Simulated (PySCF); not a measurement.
**A search over the determinants of AlAs**

Unrestricted PBE0; basis Al x2c-SVPall, As x2c-SVPall; spin-free X2C with a Gaussian nucleus; PySCF 2.14. Outer shells of the fragments: Al 3s2 3p1; As 3d10 4s2 4p3.

Followed along the bond (rough minima from three points):

```json
{"2Ms+1": "3", "unpaired": "π ↑↑", "⟨S²⟩ at the start": "2.01", "R at minimum (Å)": "2.53", "Te (eV)": "0.00"}
{"2Ms+1": "3", "unpaired": "σ ↑, π ↑", "⟨S²⟩ at the start": "2.02", "R at minimum (Å)": "2.30", "Te (eV)": "0.06"}
{"2Ms+1": "1", "unpaired": "σ ↓, π ↑", "⟨S²⟩ at the start": "1.02", "R at minimum (Å)": "2.29", "Te (eV)": "0.21"}
{"2Ms+1": "1", "unpaired": "π ↑↓", "⟨S²⟩ at the start": "1.01", "R at minimum (Å)": "2.53", "Te (eV)": "0.33"}
{"2Ms+1": "1", "unpaired": "none", "⟨S²⟩ at the start": "0.00", "R at minimum (Å)": "none in the scan", "Te (eV)": "≤ 0.96"}
```

Solutions found at the starting distance of 2.370 Å, counted from the lowest of them; the search is not exhaustive and high or unbound solutions are not listed, so other states can lie among these:

| 2Ms+1 | unpaired | term | E (eV) | ⟨S²⟩ | ⟨Lz²⟩ | μ (D) |
| --- | --- | --- | --- | --- | --- | --- |
| 3 | σ ↑, π ↑ | ³Π | 0.00 | 2.02 | 1.01 | -2.04 |
| 3 | π ↑↑ | ³Σ⁻ | 0.02 | 2.01 | 0.00 | 0.02 |
| 1 | σ ↓, π ↑ | mixed | 0.16 | 1.02 | 1.01 | -2.16 |
| 1 | π ↑↓ | mixed | 0.35 | 1.01 | 2.01 | 0.11 |
| 1 | none | ¹Σ⁺ | 1.14 | 0.00 | 0.00 | -3.31 |
| 1 | none | mixed | 1.28 | 0.00 | 2.00 | 0.45 |

A term symbol is given only where ⟨S²⟩ and ⟨Lz²⟩ are close to those of a pure state; real π, δ and φ orbitals otherwise mix terms. A positive dipole means Al(−)As(+).

**Question.** Compare the gap between the two lowest followed solutions at the starting distance with the gap between their minima.

**Answer.** At PBE0 the second solution (triplet, unpaired electrons σ ↑, π ↑) lies -0.02 eV from the first (triplet, unpaired electrons π ↑↑) at 2.370 Å and +0.06 eV at the minima; the two curves relax by different amounts, since their minima lie near 2.30 and 2.53 Å.

Spin–orbit coupling is left out.
